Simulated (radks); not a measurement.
Values are calculated unless marked as measured or tabulated.
Task: Radial electron density D(r) = 4 pi r^2 rho(r) of an atom or ion with 24 electrons. Code: a radial shooting solver on a logarithmic mesh with Libxc functionals. Model: Dirac Kohn-Sham, PBE, spin-unpolarised, spherical densities, point nucleus.

| r (bohr) | D(r) (e/bohr) |
|---|---|
| 0.008778 | 7.012 |
| 0.01143 | 10.32 |
| 0.015 | 14.75 |
| 0.01954 | 19.80 |
| 0.02564 | 25.03 |
| 0.03339 | 28.86 |
| 0.04383 | 30.10 |
| 0.05707 | 28.16 |
| 0.07491 | 24.62 |
| 0.09754 | 23.24 |
| 0.128 | 26.56 |
| 0.1667 | 31.86 |
| 0.2188 | 32.34 |
| 0.2849 | 24.59 |
| 0.371 | 14.83 |
| 0.487 | 11.64 |
| 0.6341 | 14.20 |
| 0.8323 | 14.26 |
| 1.084 | 9.664 |
| 1.423 | 4.603 |
| 1.852 | 1.995 |
| 2.431 | 0.9572 |
| 3.166 | 0.4611 |
| 4.156 | 0.1540 |
| 5.411 | 0.03057 |
| 7.103 | 0.002588 |

What is the nuclear charge?

Result: Z = 25. The innermost maximum, from 1s, lies near gamma/Z bohr with gamma = sqrt(1 - (Z/c)^2) = 0.983, here 0.0393 bohr (found: 0.0421), and its height grows with Z. The density is that of the manganese ion Mn+ in [Ar] 3d5 4s1; the configuration itself is not fixed sharply by these data, and Z only to about a unit. D(r) has 3 maxima, at r = 0.0421, 0.196, 0.732 bohr, and minima at 0.0937, 0.468 bohr, inside which lie 2.13, 10.60 electrons.
